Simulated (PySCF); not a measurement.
Input of a run (PBE0-D3(BJ)/def2-SVP geometry optimisation, gas phase (PySCF 2.14.0)), started from GFN2-xTB:
```
{"job": {"xc": "PBE0", "basis": "def2-SVP", "d3": "d3bj", "grid": 2, "kind": "geom"}, "charge": 0, "multiplicity": 1}
F      2.997560     0.134569    -0.409031
C      2.042568     0.082658     0.512949
C      0.827456    -0.297501     0.257331
C     -0.396881    -0.652454     0.005402
F     -0.841015    -1.913540     0.110259
C     -1.489514     0.323061    -0.401382
F     -1.011026     1.569579    -0.472712
F     -2.497136     0.335991     0.477640
F     -2.009941     0.025878    -1.594289
H      2.386812     0.396414     1.491304
```

Output (energies in Eh, forces in Eh/bohr):
```
step   0  E = -651.02067868  max force = 0.014445
step   1  E = -651.02116061  max force = 0.009783
step   2  E = -651.02153702  max force = 0.006541
step   3  E = -651.02182922  max force = 0.002009
step   4  E = -651.02188200  max force = 0.001441
step   5  E = -651.02191246  max force = 0.001451
step   6  E = -651.02193490  max force = 0.001214
step   7  E = -651.02193471  max force = 0.000469
step   8  E = -651.02193745  max force = 0.000172
optimisation converged
```

Problem. Summarise the run.

Solution. The energy falls by 0.034 eV over 9 energy and gradient evaluations, the largest force component goes from 0.0144 to 1.7e-04 Eh/bohr, and the atoms move by 0.029 Å rms after alignment. The bond that changes most is C4–F5 (outer carbon of cumulated double bonds to vinyl fluorine), which shortens by 0.014 Å. Bonds longer at the end by more than 0.005 Å: 3 of 9; shorter: 5. Among the angles that change most is C2–C3–C4, from 178.8° to 176.7°. The energy never rose by more than 1e-6 Eh on the way. The first step brought 38 % of the lowering.

Problem. What are the final bond lengths?

Solution. F1–C2 1.322 Å, C2=C3 1.308 Å, C3=C4 1.305 Å, C4–F5 1.328 Å, C4–C6 1.512 Å, C6–F7 1.325 Å, C6–F8 1.332 Å, C6–F9 1.331 Å, C2–H10 1.096 Å. Numbering counts from 1 in the input's order; the species is `FC(F)(C(=C=CF)F)F`.

The run used 131 basis functions and 62 SCF cycles in all.

Stationary, but not proved a minimum.

Shape of the structure used: `[F:1][CH:2]=[C:3]=[C:4]([F:5])[C:6]([F:7])([F:8])[F:9]`: C3–C4–C6–F7 0°.
